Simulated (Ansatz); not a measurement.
Gas-phase electronic energies from Ansatz, PBE0-D4/def2-TZVP geometries. CCSD(T)/CBS adds triple-zeta CCSD(T) − MP2 to the extrapolated MP2 energy (def2 sets, frozen cores). This one scheme is used for every species. DFT in def2-TZVPP. One conformer a species, not always the lowest.

`CSCS[SiH3]` + `CC[Si]S` → `CC[Si]SC` + `[SiH3]SCS`  (substitution at a C–S bond)

| level | ΔE (kcal/mol) |
| --- | --- |
| PBE | 3.9 |
| r2SCANh | 4.2 |
| CAM-B3LYP | 4.3 |
| MP2/def2-SVP | 4.7 |

Q: What does CCSD(T)/CBS give? (Estimate.)

A: The calculation gave: +4.1 kcal/mol. The listed levels differ from it by -0.2, 0.1, 0.2, 0.6 kcal/mol.

Largest T1 diagnostic among the species: 0.014.

From BLYP to BHLYP (50 % exact exchange), in def2-TZVPP and without D4, ΔE moves by +0.7 kcal/mol. Leaving LDA and LC-ωPBE aside and taking each functional with its dispersion term where it has one, the values, not all of them listed here, spread over 1.2 kcal/mol, from BLYP-D4 to ωB97M-V.
